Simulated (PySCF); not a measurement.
Species: C₆H₇N₂S (doublet state).
Structure used (GFN2-xTB), in Å, numbered top down from 1:
```
atom  x, y, z in Å
C1    -1.2732    1.5835    0.9127
C2    -1.1569    0.5231    0.1913
C3    -1.8411   -0.7856    0.4582
C4    -0.2593    0.4825   -1.0746
C5     0.9921   -0.2266   -0.7300
C6     2.1946    0.3695   -0.2742
N7     3.1290   -0.5011    0.0135
S8     2.5546   -1.9977   -0.2560
N9     1.0794   -1.5450   -0.7557
H10   -0.9314    2.5881    0.9691
H11   -2.6328   -0.9407   -0.2742
H12   -2.2757   -0.7987    1.4533
H13   -1.1259   -1.6004    0.3603
H14   -0.0393    1.4961   -1.4068
H15   -0.8033   -0.0596   -1.8473
H16    2.3816    1.4214   -0.1609
```

The hyperfine couplings belong to this conformer and change with its torsions.

Identity: `[H]/[C]=C(/C)Cc1cnsn1` [radical].

The calculation used UKS B3LYP, pcH-1 on C H N S, non-relativistic, mean-field spin-orbit, GIAO in PySCF 2.14.0. The structure is a single GFN2-xTB conformer in the gas phase; no vibrational or solvent corrections. Couplings are sensitive to structure, and on GFN2-xTB geometries they can be far from those on DFT ones. Stability of the SCF solution: not tested.

Task: What is the g tensor, term by term?

Result: 
```
                    Δg (ppm)     1     2     3
relativistic mass correction  -152  -152  -152
            gauge correction    35     8   -18
   orbital Zeeman/spin–orbit  -264    55   346
                       total  -380   -88   176
```

So g = 2.00194, 2.00223, 2.00250 and g_iso = 2.00222; the tensor is rhombic: the two nearest values differ by 48 % of g3 − g1. Axes: g2 points within 15° of the C2–C4 bond.

Task: At 93.858 GHz, how far is the centre of the isotropic spectrum from where a free electron (g = 2.002319) resonates?

Result: B = hν/(g μB) with μB/h = 13.99624 MHz/mT gives 3349.09 mT for the free electron and 3349.25 mT at g_iso, 0.16 mT higher.

Task: What effective moment and Curie constant follow for a powder?

Result: With the mean of g² = 4.0089 and S(S+1) = 0.75: μ_eff = √(⟨g²⟩S(S+1)) = 1.734 μB and χT = 0.12505·⟨g²⟩·S(S+1) = 0.376 cm³ K/mol (cgs; spin-Hamiltonian part alone).

Task: In a frozen sample, at which fields do the three g values resonate at 9.5, 34, 94 and 263 GHz (hyperfine left aside), and which band first spreads them over more than twice a line width of 0.5 mT?

Result: 
```csv
band,GHz,B(g3) mT,B(g2) mT,B(g1) mT,spread mT
X,9.5,338.95,339.00,339.05,0.09
Q,34.0,1213.10,1213.26,1213.43,0.34
W,94.0,3353.86,3354.30,3354.79,0.93
J,263.0,9383.67,9384.91,9386.28,2.61
```

The spread grows in proportion to the frequency. J band is the first where it exceeds 1.0 mT.

The Mulliken spin populations are largest on C1 (+1.04), C2 (-0.17) and C4 (+0.08). C1 is the only atom above +0.15.

The HOMO–LUMO gaps are 4.64 eV among the α and 4.91 eV among the β orbitals.
